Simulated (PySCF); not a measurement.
C₅H₁₁NO₂Si.
Bonds: N1–Si2, Si2–C3, C3–C4, C4–C5, Si2–O6, O6–C7, C7–C8, C8–O9, Si2–O9, C3–C5. Hydrogens: H10, H11 on N1; H12 on C3; H13, H14 on C4; H15, H16 on C5; H17, H18 on C7; H19, H20 on C8.

Level of theory: PBE0-D3(BJ)/def2-SVP geometry optimisation, gas phase in PySCF 2.14.0.

Q: Give the optimised bond lengths and angles.

A: 
| bond | length (Å) |
| --- | --- |
| N1–Si2 | 1.709 |
| Si2–C3 | 1.842 |
| C3–C4, C3–C5 | 1.514 |
| C4–C5 | 1.488 |
| Si2–O6, Si2–O9 | 1.684 |
| O6–C7, C8–O9 | 1.410 |
| C7–C8 | 1.534 |
| N1–H10, N1–H11 | 1.012 |
| C3–H12 | 1.095 |
| C4–H13, C5–H16 | 1.093 |
| C4–H14, C5–H15 | 1.094 |
| C7–H17, C8–H19 | 1.105 |
| C7–H18, C8–H20 | 1.105 |

Bonds in one row agree within 0.01 Å and their mean is given. A selection of angles:
| angle | degrees |
| --- | --- |
| N1–Si2–C3 | 109.2 |
| N1–Si2–O6 | 106.1 |
| N1–Si2–O9 | 119.6 |
| C3–Si2–O6 | 117.6 |
| C3–Si2–O9 | 108.9 |
| O6–Si2–O9 | 95.3 |
| Si2–C3–C4 | 119.5 |
| Si2–C3–C5 | 121.9 |
| C4–C3–C5 | 58.9 |
| C3–C4–C5 | 60.6 |
| Si2–O6–C7 | 110.3 |
| O6–C7–C8 | 107.1 |
| H10–N1–Si2 | 119.8 |
| H11–N1–Si2 | 122.9 |

Torsions: N1–Si2–C3–C4 -49° (synclinal); Si2–C3–C4–C5 112° (anticlinal); N1–Si2–O6–C7 -131° (anticlinal); Si2–O6–C7–C8 25° (synperiplanar); O6–C7–C8–O9 -35° (synclinal); C7–C8–O9–Si2 29° (synperiplanar); N1–Si2–O9–C8 98° (anticlinal); Si2–C3–C5–C4 -108° (anticlinal). The mirror-image conformer, all signs reversed, is as good.

The 3-membered ring C3–C4–C5 has internal angles of 58.9° to 60.6°. The C–C distances run from 1.488 Å (C4–C5, drawn single) to 1.534 Å (C7–C8, drawn single), a spread of 0.046 Å. Of the pairs four or more bonds apart, H11···H15 is among the closest relative to their van der Waals radii: 2.35 Å, 98 % of the sum of Bondi's values. Si2 (oxygen-bound silicon) has angles from 95.3° to 119.6°. The 5-membered ring Si2–O6–C7–C8–O9 has internal angles of 95.3° to 110.3°; it is puckered, 0.14 Å rms from its mean plane, widest ring torsion 35°. N1 (silicon-bound nitrogen) has angles 122.9°, 119.8° and 112.1°, sum 354.8°, 0.16 Å off the plane of its three neighbours.

Point group: C1 (no symmetry element, even within 0.4 Å). PBE0-D3(BJ)/def2-SVP frequencies: not computed here. One conformer, not necessarily the lowest (H–N1–Si2–C3 158° and -49°, N1–Si2–C3–C4 -49°, Si2–C3–C4–C5 112°, N1–Si2–O6–C7 -131°, Si2–O6–C7–C8 25°, O6–C7–C8–O9 -35°).

The run took about 10 min of CPU time (one thread, shared machine). These figures are those of the optimisation.
